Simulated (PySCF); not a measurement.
**Yb: excitation energy**

Yb [Xe] 4f14 6s2 (1S) → Yb [Xe] 4f14 5d2 (3F), as a difference of total energies. Calculation: PySCF 2.14, in cc-pVDZ-X2C; the spin-free X2C one-electron Hamiltonian (Gaussian nucleus). Correlated levels: valence: [Kr] 4d10 frozen. The calculations carry no spin-orbit coupling.

| method | excitation energy (eV) |
| --- | --- |
| UHF | 6.359 |
| MP2 (valence) | 6.843 |
| SCS-MP2 (valence) | 7.074 |
| CCSD (valence) | 6.990 |
| CCSD(T) (valence) | 7.104 |

How much does correlation contribute at CCSD(T) (valence)?

7.104 − (6.359) = 0.745 eV, measured against UHF.

A first-order spin-orbit estimate (lowest level to lowest level, LS coupling) adds -0.111 eV.

The upper state lies above the first ionisation limit, where it may autoionise and the basis confines it.
